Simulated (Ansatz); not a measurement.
Program: Ansatz. Geometries: PBE0-D4/def2-TZVP. ΔE: electronic, gas phase. CCSD(T)/CBS is the MP2 limit (def2-TZVPP, def2-QZVPP) plus CCSD(T) − MP2 in def2-TZVPP, frozen cores. Functionals use def2-TZVPP. B3LYP here is the variant with VWN-RPA as its local correlation; programs differ in this. Elements past krypton have def2 core potentials. For Sn outer-core shells are correlated without core-valence functions, which leaves a few kJ/mol of doubt a bond. One conformer a species, not always the lowest.

Reaction (redistribution): `O[SiH2][SiH](F)S` + `OC[CH2][SnH3]` → `OC[SiH](F)S` + `O[SiH2][CH2][SnH3]`

`O[SiH2][SiH](F)S`:

Z-matrix (Å, degrees):
```
Si
Si 1 2.348
O 1 1.651 2 108.0
H 1 1.482 2 112.3 3 -117.3
H 1 1.491 2 108.5 3 122.1
S 2 2.136 1 103.9 3 -54.6
F 2 1.604 1 111.7 3 -175.1
H 2 1.484 1 115.5 3 63.0
H 3 0.960 1 116.8 2 45.3
H 6 1.343 2 95.9 1 150.5
```

`OC[CH2][SnH3]`:

```xyz
12

O    -0.258   -2.004    1.359
C    -0.151   -1.174    0.216
C     0.032    0.248    0.680
Sn    0.211    1.642   -0.944
H    -0.375   -2.912    1.068
H    -1.054   -1.257   -0.405
H     0.703   -1.483   -0.404
H     0.931    0.329    1.295
H    -0.817    0.554    1.296
H    -1.200    1.601   -1.909
H     0.423    3.221   -0.329
H     1.554    1.235   -1.921
```

`OC[SiH](F)S`:

Cartesian coordinates in Å:
```
O -1.347 0.562 0.831
C 0.078 0.549 0.871
Si 0.758 -0.555 -0.491
F 0.243 -2.033 -0.130
S -0.008 0.086 -2.354
H -1.663 -0.316 1.062
H 0.405 1.580 0.714
H 0.452 0.243 1.857
H 2.235 -0.612 -0.584
H -1.153 0.497 -1.774
```

`O[SiH2][CH2][SnH3]`:

```xyz
12

O    -2.106   -0.783   -0.196
Si   -0.588   -1.410   -0.353
C     0.657   -0.099   -0.787
Sn    0.763    1.464    0.682
H    -2.245   -0.143    0.504
H    -0.148   -2.066    0.913
H    -0.711   -2.434   -1.420
H     1.656   -0.535   -0.870
H     0.409    0.361   -1.747
H    -0.751    1.585    1.481
H     1.957    1.096    1.845
H     1.107    2.965   -0.053
```

```csv
level,ΔE (kJ/mol),difference from CCSD(T)/CBS
PBE-D4,-43.5,11.5
r2SCAN-D4,-53.9,1.1
PBE0-D4,-46.8,8.2
B3LYP-D4,-50.9,4.1
ωB97X-V,-51.7,3.3
B2PLYP,-52.8,2.2
PBE,-41.1,13.9
r2SCAN,-53.4,1.6
PBE0,-44.8,10.2
HF/def2-TZVPP,-50.0,5.0
MP2/def2-TZVPP,-61.1,-6.1
HF/def2-QZVPP,-50.1,4.9
MP2/def2-QZVPP,-61.2,-6.2
SCS-MP2/def2-QZVPP,-57.3,-2.3
HF/CBS(def2),-50.1,4.9
MP2/CBS(def2),-61.2,-6.2
CCSD(T)/CBS,-55.0,0
```

Largest T1 diagnostic among the species: 0.012.

In def2-TZVPP, CCSD(T) changes the Hartree–Fock value by −4.9 kJ/mol (the triples alone add −0.8 kJ/mol) and MP2 by −11.1 kJ/mol. From PBE to PBE0 (25 % exact exchange), in def2-TZVPP and without D4, ΔE moves by −3.8 kJ/mol.
